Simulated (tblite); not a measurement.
Species: C₇H₁₀O.
Atom-mapped SMILES: `[CH3:1][C:2](=[O:3])[C@@H:4]1[CH2:5][C@@H:6]2[CH2:7][C@H:8]12` (hydrogens: H9, H10, H11 on C1; H12 on C4; H13, H14 on C5; H15 on C6; H16, H17 on C7; H18 on C8)

Computed with GFN2-xTB (tblite), gas phase: Langevin dynamics at 600 K from the optimised GFN2-xTB geometry, time step 0.5 fs, friction 0.01 fs⁻¹, 2000 steps. The instantaneous temperature is 2·E(kin)/(3Nk) with all 3N coordinates.

```csv
t (fs),T (K),E(pot) above start (eV),C1–C2 (Å),C2=O3 (Å),C2–C4 (Å),C4–C5 (Å),C5–C6 (Å),C1–H9 (Å),C1–C2–C4–C5 (°)
0,509,0.000,1.509,1.205,1.510,1.544,1.524,1.087,-179
25,388,0.759,1.505,1.241,1.510,1.624,1.545,1.031,-173
50,510,0.961,1.566,1.178,1.541,1.591,1.531,1.141,172
75,532,1.013,1.495,1.207,1.504,1.536,1.644,1.165,177
100,601,0.853,1.498,1.238,1.527,1.514,1.544,1.110,180
125,555,1.122,1.532,1.178,1.494,1.553,1.512,1.005,167
150,670,0.976,1.548,1.205,1.531,1.534,1.501,1.078,174
175,423,1.374,1.503,1.230,1.456,1.498,1.518,1.203,-175
200,674,0.983,1.493,1.209,1.540,1.562,1.540,1.175,-173
225,532,1.010,1.527,1.170,1.549,1.586,1.502,1.024,-170
250,647,1.108,1.585,1.212,1.525,1.561,1.486,1.076,-156
275,540,1.228,1.490,1.244,1.500,1.544,1.552,1.179,-142
300,519,1.263,1.558,1.187,1.506,1.576,1.520,1.195,-146
325,752,0.856,1.515,1.173,1.571,1.544,1.530,1.049,-144
350,650,1.262,1.511,1.275,1.459,1.542,1.517,1.045,-152
375,582,1.057,1.451,1.230,1.529,1.529,1.569,1.172,-161
400,675,1.276,1.483,1.181,1.552,1.603,1.512,1.126,-176
425,650,1.348,1.513,1.224,1.518,1.534,1.525,1.024,-179
450,467,1.490,1.508,1.228,1.516,1.501,1.521,1.056,-176
475,535,1.137,1.512,1.185,1.444,1.558,1.502,1.093,166
500,502,1.380,1.539,1.236,1.505,1.590,1.587,1.044,161
525,692,1.127,1.510,1.169,1.548,1.534,1.616,1.143,157
550,494,1.516,1.480,1.207,1.559,1.541,1.567,1.081,141
575,653,1.347,1.423,1.213,1.487,1.484,1.530,1.063,142
600,621,1.285,1.477,1.222,1.618,1.549,1.480,1.111,142
625,724,1.386,1.526,1.193,1.532,1.515,1.563,1.091,150
650,387,1.449,1.576,1.183,1.487,1.479,1.546,1.119,154
675,645,0.949,1.536,1.228,1.441,1.593,1.486,1.166,157
700,520,0.897,1.479,1.218,1.521,1.575,1.485,1.050,156
725,391,0.894,1.546,1.205,1.565,1.541,1.534,1.091,162
750,412,0.851,1.534,1.221,1.480,1.484,1.533,1.120,154
775,510,0.647,1.506,1.181,1.529,1.552,1.540,1.063,153
800,425,0.817,1.484,1.239,1.543,1.544,1.603,1.117,156
825,453,0.736,1.465,1.201,1.497,1.496,1.592,1.114,163
850,409,1.041,1.578,1.197,1.607,1.556,1.562,1.063,156
875,552,0.903,1.484,1.215,1.442,1.492,1.516,1.111,167
900,602,1.212,1.474,1.221,1.654,1.512,1.480,1.129,179
925,577,1.518,1.456,1.229,1.586,1.488,1.525,1.060,176
950,743,1.137,1.528,1.190,1.516,1.533,1.465,1.076,174
975,628,1.370,1.514,1.219,1.576,1.580,1.472,1.167,171
1000,696,1.246,1.468,1.221,1.535,1.537,1.581,1.147,164
```

**Question.** From 500 fs on, how do temperature and potential energy compare with equipartition?

**Answer.** The mean temperature of these 21 frames is 554 K against the target 600 K, and the mean potential energy 1.13 eV against 48 × kT/2 = 1.24 eV for 48 classical harmonic modes. For 18 atoms in a canonical ensemble the temperature itself scatters by T·√(2/(3N)) = 115 K; here its standard deviation is 113 K. The whole run lasts only 10 friction times of 100 fs, so these averages carry a wide statistical error.

**Question.** What are the kinetic and total energies of the listed frame with the highest potential energy?

**Answer.** The one at 925 fs, 1.518 eV above the start. Its kinetic energy is 3NkT/2 = 1.342 eV at 577 K, so the sum is 2.86 eV; over the listed frames the sum runs from 1.18 to 3.07 eV, since the thermostat adds and removes energy.

**Question.** How much do the listed bonds fluctuate from 500 fs on?

**Answer.** 
```json
{"bond": "C1–C2", "at the start (Å)": "1.509", "mean (Å)": "1.504", "standard deviation (Å)": "0.039"}
{"bond": "C2=O3", "at the start (Å)": "1.205", "mean (Å)": "1.210", "standard deviation (Å)": "0.018"}
{"bond": "C2–C4", "at the start (Å)": "1.510", "mean (Å)": "1.535", "standard deviation (Å)": "0.054"}
{"bond": "C4–C5", "at the start (Å)": "1.544", "mean (Å)": "1.532", "standard deviation (Å)": "0.035"}
{"bond": "C5–C6", "at the start (Å)": "1.524", "mean (Å)": "1.536", "standard deviation (Å)": "0.045"}
{"bond": "C1–H9", "at the start (Å)": "1.087", "mean (Å)": "1.101", "standard deviation (Å)": "0.036"}
```

The motion is classical and holds no zero-point motion.

The cost below is that of the whole dynamics run. On an Arm Neoverse N1 with one thread, shared host with 64 logical CPUs at a one-minute load of 48, this took 19 s of wall time and 0.18 GiB of memory at its peak.
